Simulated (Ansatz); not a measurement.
Reaction (isomerisation): `CCBC[SiH3]` → `C[SiH2]B(C)C`

Computed with Ansatz on PBE0-D4/def2-TZVP structures; ΔE is electronic, products minus reactants. CCSD(T)/CBS is the MP2 limit (def2-TZVPP, def2-QZVPP) plus CCSD(T) − MP2 in def2-TZVPP, frozen cores. Functionals use def2-TZVPP. One conformer a species, not always the lowest.

```json
{"level": "r2SCAN-D4", "ΔE (kcal/mol)": "-5.2"}
{"level": "PBE0-D4", "ΔE (kcal/mol)": "-5.1"}
{"level": "B2PLYP", "ΔE (kcal/mol)": "-3.4"}
{"level": "r2SCAN", "ΔE (kcal/mol)": "-5.2"}
{"level": "PBE0", "ΔE (kcal/mol)": "-5.0"}
{"level": "CCSD/def2-TZVPP", "ΔE (kcal/mol)": "-3.0"}
{"level": "CCSD(T)/def2-TZVPP", "ΔE (kcal/mol)": "-3.2"}
{"level": "MP2/CBS(def2)", "ΔE (kcal/mol)": "-2.6"}
```

Question: What does CCSD(T)/CBS give? (Estimate.)

Answer: The calculation gave: -3.5 kcal/mol. The listed levels differ from it by -1.7, -1.6, 0.1, -1.7, -1.5, 0.5, 0.3, 0.9 kcal/mol.

Largest T1 diagnostic among the species: 0.011.

From PBE to PBE0 (25 % exact exchange), in def2-TZVPP and without D4, ΔE moves by +0.9 kcal/mol. In def2-TZVPP, CCSD(T) changes the Hartree–Fock value by −1.8 kcal/mol (the triples alone add −0.2 kcal/mol) and MP2 by −0.9 kcal/mol.

CCSD(T)/CBS has its own doubt, a few kJ/mol and more with outer-core shells, so smaller differences from it don't rank the levels.
